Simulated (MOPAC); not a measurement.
MOPAC input (AM1):

```
AM1 FORCE THERMO(298,298) PRECISE LET UHF MS=0.5 GEO-OK AUX(PRECISION=9) THREADS=1
C4H9O

C    -0.17818868 1    1.57074390 1    0.10158696 1
C    -0.45331577 1    0.13311920 1    0.25684354 1
C    -1.77149803 1   -0.25398994 1   -0.39856158 1
O     0.54909661 1   -0.67607867 1   -0.37403316 1
C     1.77931401 1   -0.68845845 1    0.32646172 1
H    -0.88702343 1    2.29785952 1    0.49531885 1
H     0.70091197 1    1.91154989 1   -0.44390732 1
H    -0.48735862 1   -0.11921320 1    1.35911124 1
H    -1.73433004 1   -0.04296368 1   -1.49332143 1
H    -1.95966938 1   -1.34400553 1   -0.25377713 1
H    -2.60084093 1    0.33149137 1    0.06243433 1
H     2.19500638 1    0.34484041 1    0.42279216 1
H     2.45164536 1   -1.32460931 1   -0.30196500 1
H     1.64956633 1   -1.14028948 1    1.34150315 1
```

Output:

```
 *******************************************************************************
 **                                                                           **
 **                              MOPAC v23.2.5                                **
 **                                                                           **
 *******************************************************************************
 ** MOPAC's Digital Object Identifier: https://doi.org/10.5281/zenodo.6511958 **
 **                                                                           **
 ** Please cite the open-source release paper for use of this MOPAC version:  **
 ** J. E. Moussa and J. J. P. Stewart (2026)                                  **
 ** MOPAC: An open-source semiempirical molecular orbital program             **
 ** J. Open Source Softw., 11(119), 8025, https://doi.org/10.21105/joss.08025 **
 *******************************************************************************

                              AM1 CALCULATION RESULTS

 *******************************************************************************
 *  AM1        - The AM1 Hamiltonian to be used
 *  GEO-OK     - OVERRIDE INTERATOMIC DISTANCE AND OTHER SAFETY CHECKS
 *  UHF        - UNRESTRICTED HARTREE-FOCK CALCULATION
 *  MS=        - IN MECI, MAGNETIC COMPONENT OF SPIN =  0.5
 *  LET        - OVERRIDE SOME SAFETY CHECKS
 *  PRECISE    - TIGHTER CRITERIA TO BE USED
 *  FORCE      - FORCE CALCULATION SPECIFIED
 *  AUX        - OUTPUT AUXILIARY INFORMATION
 *  THERMO     - THERMODYNAMIC QUANTITIES TO BE CALCULATED
 *******************************************************************************
AM1 FORCE THERMO(298,298) PRECISE LET UHF MS=0.5 GEO-OK AUX(PRECISION=9) THREADS=1
 C4H9O

   ATOM   CHEMICAL          X               Y               Z
  NUMBER   SYMBOL      (ANGSTROMS)     (ANGSTROMS)     (ANGSTROMS)

     1       C         -0.17818868  *   1.57074390  *   0.10158696  *
     2       C         -0.45331577  *   0.13311920  *   0.25684354  *
     3       C         -1.77149803  *  -0.25398994  *  -0.39856158  *
     4       O          0.54909661  *  -0.67607867  *  -0.37403316  *
     5       C          1.77931401  *  -0.68845845  *   0.32646172  *
     6       H         -0.88702343  *   2.29785952  *   0.49531885  *
     7       H          0.70091197  *   1.91154989  *  -0.44390732  *
     8       H         -0.48735862  *  -0.11921320  *   1.35911124  *
     9       H         -1.73433004  *  -0.04296368  *  -1.49332143  *
    10       H         -1.95966938  *  -1.34400553  *  -0.25377713  *
    11       H         -2.60084093  *   0.33149137  *   0.06243433  *
    12       H          2.19500638  *   0.34484041  *   0.42279216  *
    13       H          2.45164536  *  -1.32460931  *  -0.30196500  *
    14       H          1.64956633  *  -1.14028948  *   1.34150315  *

          CARTESIAN COORDINATES

    NO.       ATOM           X           Y           Z

     1         C         -0.1782      1.5707      0.1016
     2         C         -0.4533      0.1331      0.2568
     3         C         -1.7715     -0.2540     -0.3986
     4         O          0.5491     -0.6761     -0.3740
     5         C          1.7793     -0.6885      0.3265
     6         H         -0.8870      2.2979      0.4953
     7         H          0.7009      1.9115     -0.4439
     8         H         -0.4874     -0.1192      1.3591
     9         H         -1.7343     -0.0430     -1.4933
[...]
 TRAVEL (Ang.)       0.2059         C  3 -- H 10         +15.4% ( 40.5%)     84.0%
 REDUCED MASS        0.5166         C  2 -- C  3          +1.0% ( 10.3%)      0.0%
 EFFECTIVE MASS      1.4914
 FORCE CONSTANT      2.8833

 VIBRATION         33   33A           ATOM PAIR      ENERGY CONTRIBUTION    RADIAL
 FREQUENCY          3146.79         C  5 -- H 13         +49.8% ( 68.1%)     97.9%
 TRANSITION DIPOLE   0.1263         C  5 -- H 12         +26.4% ( 49.6%)     94.9%
 TRAVEL (Ang.)       0.2435         C  5 -- H 14         +23.6% ( 47.0%)     94.1%
 REDUCED MASS        0.3613         O  4 -- C  5          +0.2% (  4.3%)     75.7%
 EFFECTIVE MASS      1.1104
 FORCE CONSTANT      2.1081

 VIBRATION         34   34A           ATOM PAIR      ENERGY CONTRIBUTION    RADIAL
 FREQUENCY          3163.01         C  3 -- H  9         +34.5% ( 56.6%)     96.7%
 TRANSITION DIPOLE   0.0900         C  3 -- H 10         +33.2% ( 55.5%)     96.5%
 TRAVEL (Ang.)       0.2553         C  3 -- H 11         +31.9% ( 54.4%)     96.2%
 REDUCED MASS        0.3270         C  2 -- C  3          +0.2% (  4.6%)     99.9%
 EFFECTIVE MASS      1.1211
 FORCE CONSTANT      1.9277

 VIBRATION         35   35A           ATOM PAIR      ENERGY CONTRIBUTION    RADIAL
 FREQUENCY          3231.58         C  1 -- H  7         +57.5% ( 77.9%)     98.6%
 TRANSITION DIPOLE   0.2721         C  1 -- H  6         +41.2% ( 65.9%)     97.2%
 TRAVEL (Ang.)       0.1958         C  1 -- C  2          +1.2% ( 11.4%)      0.3%
 REDUCED MASS        0.5441
 EFFECTIVE MASS      1.5924
 FORCE CONSTANT      3.3480

 VIBRATION         36   36A           ATOM PAIR      ENERGY CONTRIBUTION    RADIAL
 FREQUENCY          3238.65         C  1 -- H  6         +58.6% ( 75.6%)     97.4%
 TRANSITION DIPOLE   0.2050         C  1 -- H  7         +40.8% ( 63.1%)     94.7%
 TRAVEL (Ang.)       0.2048         C  1 -- C  2          +0.5% (  7.0%)     97.4%
 REDUCED MASS        0.4966
 EFFECTIVE MASS      1.2248
 FORCE CONSTANT      3.0687

      SYMMETRY NUMBER FOR POINT-GROUP C1  =  1

          SYSTEM IS A GROUND STATE

 C4H9O

          MOLECULE IS NOT LINEAR

          THERE ARE 36 GENUINE VIBRATIONS IN THIS SYSTEM
          THIS THERMODYNAMICS CALCULATION IS LIMITED TO
          MOLECULES WHICH HAVE NO INTERNAL ROTATIONS

                    CALCULATED THERMODYNAMIC PROPERTIES
                                          *
   TEMP. (K)   PARTITION FUNCTION   H.O.F.    ENTHALPY  HEAT CAPACITY ENTROPY
                                   KCAL/MOL   CAL/MOLE    CAL/K/MOL  CAL/K/MOL

 298.00  VIB.     0.4005D+02                  2629.7559    17.2151    16.1577
         ROT.     0.9025D+05                   888.2803     2.9808    25.6554
         INT.     0.3614D+07                  3518.0362    20.1959    41.8131
         TRA.     0.6044D+27                  1480.4672     4.9680    38.7823
         TOT.                      -28.881    4998.5034    25.1639    80.5954

   *: NOTE: HEATS OF FORMATION ARE RELATIVE TO THE
            ELEMENTS IN THEIR STANDARD STATE AT 298K
              (=  Standard Enthalpy of Formation).

            Hvib:  Zero-point energy is not included.
                   frequencies of less than zero cm-1 are not included.
            Hrot = (3/2)RT
            Htra = (3/2)RT + pV = (5/2)RT

            Heat capacity is Cp, not Cv

          For more information, see: HTTP://OpenMOPAC.net/Manual/thermochemistry.html

           FORCE CONSTANT IN CARTESIAN COORDINATES (Millidynes/A)

    ATOM   CHEMICAL       X               Y               Z
   NUMBER   SYMBOL  FORCE CONSTANT  FORCE CONSTANT  FORCE CONSTANT

      1       C       10.130914        3.390232        7.439877
      2       C        9.608876        8.907536        8.628111
      3       C        8.285601        8.456501        8.292221
      4       O        2.742323        9.964397        6.378145
      5       C        7.967339        9.348133        8.486376
      6       H        2.006122        1.275748        3.361086
      7       H        2.105729        1.096781        3.452589
      8       H        1.228046        1.812008        3.702852
      9       H        1.079757        1.875302        3.820213
     10       H        5.361869        0.765300        0.651785
     11       H        1.176309        1.876675        3.723172
     12       H        4.936891        1.273204        0.666218
     13       H        1.315549        1.415148        4.218927
     14       H        1.852795        1.707897        3.291077

 **********************
 *                    *
 * JOB ENDED NORMALLY *
 *                    *
 **********************

 == MOPAC DONE ==
```
